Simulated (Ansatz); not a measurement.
Cost and result for the atomization energy of C2H9AlSn, SMILES `[CH3][Al]([CH3])[SnH3]` (13 atoms, 12 bonds).

Cartesian coordinates in Å:
```
C 0.475 1.813 0.980
Al 0.166 0.043 0.211
C 1.081 -1.514 0.960
Sn -1.492 -0.273 -1.855
H -0.069 2.612 0.473
H 0.184 1.825 2.036
H 1.542 2.061 0.953
H 0.856 -1.613 2.028
H 0.818 -2.455 0.473
H 2.167 -1.389 0.884
H -2.245 1.173 -2.386
H -2.773 -1.364 -1.519
H -0.709 -0.920 -3.238
```

Total charge 0; spin multiplicity 1. Correlated methods include outer-core shells of Sn, which these sets cover unevenly. Sn: def2 effective core potential. Geometry: relaxed with PBE0-D4/def2-TZVP. Program: Ansatz. All runs use 4 threads of an Arm Neoverse V1 on a shared host. Times are those of one run each, without the atoms' runs, and a repeat can differ threefold. Electronic energies, without spin–orbit coupling; frozen cores. CCSD(T)/CBS adds CCSD(T) − MP2 in def2-TZVPP to the MP2 limit, and its time is that of the two runs behind it. T1 = 0.012. With those shells the extrapolation isn't a true limit. B3LYP takes the VWN-RPA correlation (the form of Gaussian; ORCA's B3LYP/G).

CCSD(T)/CBS is a level of theory with its own doubt, some kJ/mol a heavy atom from the limit and from the frozen cores, so smaller differences don't rank the functionals.

```json
{"level": "PBE-D4/def2-TZVPP (with forces)", "functions": "280", "wall time": "3 s"}
{"level": "PBE0-D4/def2-TZVPP", "functions": "280", "wall time": "3.5 s"}
{"level": "r2SCAN-D4/def2-TZVPP (with forces)", "functions": "280", "wall time": "6 s"}
{"level": "B3LYP-D4/def2-TZVPP (with forces)", "functions": "280", "wall time": "6 s"}
{"level": "B2PLYP/def2-TZVPP", "functions": "280", "wall time": "7 s"}
{"level": "ωB97X-V/def2-TZVPP", "functions": "280", "wall time": "10 s"}
{"level": "ωB97M-V/def2-TZVPP (with forces)", "functions": "280", "wall time": "14 s"}
{"level": "MP2/def2-QZVPP", "functions": "536", "wall time": "28 s"}
{"level": "CCSD(T)/def2-TZVPP", "functions": "280", "wall time": "4.9 min"}
{"level": "CCSD(T)/CBS(def2)", "functions": "–", "wall time": "5.3 min"}
```

Question: What atomization energy does each give, and how far from CCSD(T)/CBS? (An estimate is asked.)

Answer: Ansatz gave: 
| level | atomization (kJ/mol) | difference from CCSD(T)/CBS | per bond |
| --- | --- | --- | --- |
| PBE-D4/def2-TZVPP (with forces) | 4115.9 | -12.9 | -1.1 |
| PBE0-D4/def2-TZVPP | 4095.2 | -33.6 | -2.8 |
| r2SCAN-D4/def2-TZVPP (with forces) | 4119.5 | -9.3 | -0.8 |
| B3LYP-D4/def2-TZVPP (with forces) | 4104.6 | -24.2 | -2.0 |
| B2PLYP/def2-TZVPP | 4055.4 | -73.4 | -6.1 |
| ωB97X-V/def2-TZVPP | 4131.2 | 2.4 | 0.2 |
| ωB97M-V/def2-TZVPP (with forces) | 4115.6 | -13.2 | -1.1 |
| MP2/def2-QZVPP | 4063.7 | -65.1 | -5.4 |
| CCSD(T)/def2-TZVPP | 4037.8 | -91.0 | -7.6 |
| CCSD(T)/CBS(def2) | 4128.8 | 0.0 | 0.0 |

In def2-TZVPP, CCSD(T) changes the Hartree–Fock value by +936.3 kJ/mol (the triples alone add +42.3 kJ/mol) and MP2 by +908.6 kJ/mol; breaking electron pairs costs correlation energy, which Hartree–Fock lacks. From PBE to PBE0 (25 % exact exchange), in def2-TZVPP and without D4, the atomization energy moves by −17.6 kJ/mol: exact exchange takes away binding that semilocal exchange gives to molecules. The D4 term adds +37.1 kJ/mol with B3LYP and +20.0 kJ/mol with PBE0; it sums over pairs of atoms, weighted by their polarisabilities, and B3LYP, whose exchange is more repulsive, gets the larger term.

Spin–orbit coupling would lower the free Sn atoms strongly, and the atomization energy with them, by more than many differences here. For some Ge, Se and Sn compounds the MP2-based and the directly extrapolated limit differ by 10 to 25 kJ/mol.
